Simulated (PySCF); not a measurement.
Zn(OH)(NH2) (H3NOZn), SMILES [NH2][Zn][OH]. Atoms are numbered in the order given.

```xyz
6

Zn     0.0171     0.0178     0.0000
O      1.7934    -0.1257     0.0000
H      2.2696     0.7094     0.0000
N     -1.7997    -0.1088     0.0000
H     -2.2665     0.2618    -0.8179
H     -2.2665     0.2618     0.8179
```
Charge 0, spin multiplicity 1.

Coordinates come from a B3LYP-D3(BJ)/def2-TZVP optimisation. One conformer was computed; it need not be the lowest.

Method: PBE/def2-TZVPD in PySCF.

Symmetry labels are those of the subgroup Cs that the program uses (full group Cs).

Computed valence orbital energies around the gap with their symmetry:
```
orbital  symmetry  energy (eV)
-------  --------  -----------
HOMO−7         A"       -11.71
HOMO−6         A'       -11.71
HOMO−5         A"       -10.94
HOMO−4         A'       -10.24
HOMO−3         A'        -8.81
HOMO−2         A'        -7.58
HOMO−1         A"        -6.66
HOMO           A'        -5.85
LUMO           A'        -1.71
LUMO+1         A"        -0.52
LUMO+2         A'        -0.29
LUMO+3         A'        -0.18
```
